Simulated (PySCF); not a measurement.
Can point charges reproduce the dipole moment of `C=C[Si@](O)(C=O)[SiH2]CF`?

Coordinates (GFN2-xTB, Å) and charges (e) from the PBE0/pcSseg-1 density (PySCF):

```csv
atom,x,y,z,Mulliken,IAO,Hirshfeld,ESP-fitted
C1,-0.174,2.571,1.260,-0.1476,-0.2708,-0.0781,-0.3099
C2,0.190,1.310,1.075,-0.5220,-0.4453,-0.1459,-0.2968
Si3,-0.800,0.045,0.071,+0.9083,+0.9680,+0.3482,+0.5185
O4,-2.255,0.611,-0.394,-0.5594,-0.7886,-0.3023,-0.6574
C5,-1.130,-1.380,1.326,-0.0317,-0.0022,+0.0416,+0.2597
O6,-2.257,-1.658,1.662,-0.3495,-0.3688,-0.2134,-0.4027
Si7,0.192,-0.665,-1.895,+0.2742,+0.4204,+0.2439,+0.2299
C8,2.009,-1.136,-1.466,-0.1379,-0.2271,-0.0684,-0.1373
F9,2.030,-1.848,-0.277,-0.3525,-0.3357,-0.1272,-0.2292
H10,-1.086,2.960,0.836,+0.1221,+0.1511,+0.0464,+0.1703
H11,0.414,3.269,1.836,+0.1241,+0.1538,+0.0520,+0.1645
H12,1.121,0.973,1.516,+0.1366,+0.1562,+0.0432,+0.1477
H13,-3.022,0.489,0.163,+0.2524,+0.3730,+0.1760,+0.4268
H14,-0.280,-1.954,1.742,+0.1052,+0.1084,+0.0364,+0.0210
H15,-0.407,-1.866,-2.498,-0.0433,-0.0945,-0.0705,-0.0704
H16,0.319,0.329,-2.969,-0.0480,-0.0952,-0.0691,-0.0667
H17,2.476,-1.777,-2.216,+0.1361,+0.1513,+0.0456,+0.1299
H18,2.652,-0.267,-1.309,+0.1328,+0.1461,+0.0415,+0.1019
```

Q: Form Σ q r in debye for every column and set it beside the full dipole.

A: The full density gives (1.61, 1.79, -0.83) D, 2.54 D in size; dipole vectors point from the negative to the positive end.

```csv
scheme,μx,μy,μz,size (D),share of the full size (%),angle to the full dipole (°)
Mulliken,1.53,2.36,-3.69,4.63,182,34
IAO,2.08,1.95,-2.59,3.85,151,24
Hirshfeld,0.88,1.28,-1.06,1.88,74,17
ESP-fitted,1.61,1.81,-0.87,2.58,101,1
```

Q: Which set comes closest?

A: Length of the difference vector: ESP-fitted 0.05 D, Hirshfeld 0.92 D, IAO 1.82 D, Mulliken 2.91 D. Closest: ESP-fitted. ESP charges are fitted to the potential around the molecule, whose slowest-falling term is the dipole's. The schemes that divide the density aren't constrained to reproduce the dipole.

Q: What is left for the Hirshfeld atoms' own dipoles?

A: The Hirshfeld atoms' densities add up to the full density, so μ = Σ q r + Σ (atomic dipoles). The atomic dipoles sum to (1.61, 1.79, -0.83) − (0.88, 1.28, -1.06) = (0.73, 0.51, 0.23) D, 0.92 D in size.

Q: With the origin at the mean of the coordinates, (0.000, 0.000, -0.085) Å, which are the largest single terms, by size, of the Hirshfeld dipole along the direction of the full one?

A: O6 +3.24, H13 -1.39, O4 +1.30, Si3 -0.88, H11 +0.48 D; all 18 atoms together +1.80 D. The single terms depend on the origin, their sum doesn't.

Q: Give the size of the full dipole in other units.

A: 2.54 D = 1.001 au = 0.530 e·Å = 8.49 × 10⁻³⁰ C·m.

The structure is a single GFN2-xTB conformer in the gas phase; no vibrational or solvent corrections.
